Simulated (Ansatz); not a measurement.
**One arrangement of a pair**

The pair of H$_{2}$O (SMILES O, atoms 1–3) and SbH$_{3}$ (SMILES [SbH3], atoms 4–7), both closed shells, in one local arrangement (a lower one may exist), relaxed at PBE0-D4/def2-TZVP:

```xyz
7
angstrom
O 0.5400 -0.0204 -1.7498
H 0.2936 0.8717 -2.0056
H 0.1334 -0.5949 -2.4028
Sb -0.2504 -0.7165 1.2306
H 1.1277 0.2834 1.2888
H -0.5927 -0.4051 2.8847
H -1.2518 0.5817 0.7541
```

Ansatz 0.2.0; basis: def2-TZVPPD, with def2-QZVPPD for the basis limit; cores frozen in the correlated methods. Filled d shells of the heavier atoms are correlated. Core potentials replace the inner electrons of the atoms past krypton. The def2 sets are not built for correlating such inner shells, so the correlated values are less sure here. B3LYP uses VWN-RPA correlation. Extrapolation: Hartree–Fock as exp(−7.88 √X), correlation as X^−2.97. Interaction energies count from these two fragments, frozen as in the pair, with the counterpoise correction; negative means bound.

**Question.** What is the interaction energy by CCSD(T) at an estimated basis limit (MP2 extrapolated from triple and quadruple zeta, plus CCSD(T) − MP2 in triple zeta)? (To be estimated.)

**Answer.** Computed: -2.03 kcal/mol. Hartree–Fock alone gives -0.57 kcal/mol at the basis limit. It counts from the two fragments frozen as in the pair.

The same quantity by other methods in triple zeta, and each one's difference from that estimate:
| method | E_int (kcal/mol) | difference |
| --- | --- | --- |
| PBE-D4 | -2.29 | -0.26 |
| revPBE-D4 | -1.87 | 0.15 |
| BLYP-D4 | -1.93 | 0.10 |
| r2SCAN-D4 | -2.18 | -0.15 |
| B97M-V | -2.67 | -0.64 |
| PBE0-D4 | -2.24 | -0.21 |
| B3LYP-D4 | -2.13 | -0.11 |
| HSE06-D4 | -2.22 | -0.20 |
| wB97X-V | -2.29 | -0.27 |
| wB97M-V | -2.35 | -0.33 |
| B2PLYP | -1.27 | 0.76 |
| HF | -0.54 | 1.48 |
| MP2 | -1.76 | 0.27 |
| CCSD | -1.43 | 0.59 |
| CCSD(T) | -1.65 | 0.37 |
Differences are method less estimate.

Basis-set superposition shift (counterpoise-corrected less uncorrected): CCSD(T) 0.67; MP2 0.66; HF 0.02; PBE0-D4 0.02; wB97M-V 0.03 kcal/mol.

No T1 diagnostic of these runs exceeds 0.015.

For scale, one of the runs: CCSD(T)/def2-TZVPPD, 181 basis functions, launched by `ansatz run in.yaml --threads 2 --pin off --events-out ev --progress --plain --max-ram 5222MiB`. The run took 36 s on 2 CPU threads of an Intel Xeon (shared host), with 2 GiB of host memory at its peak.
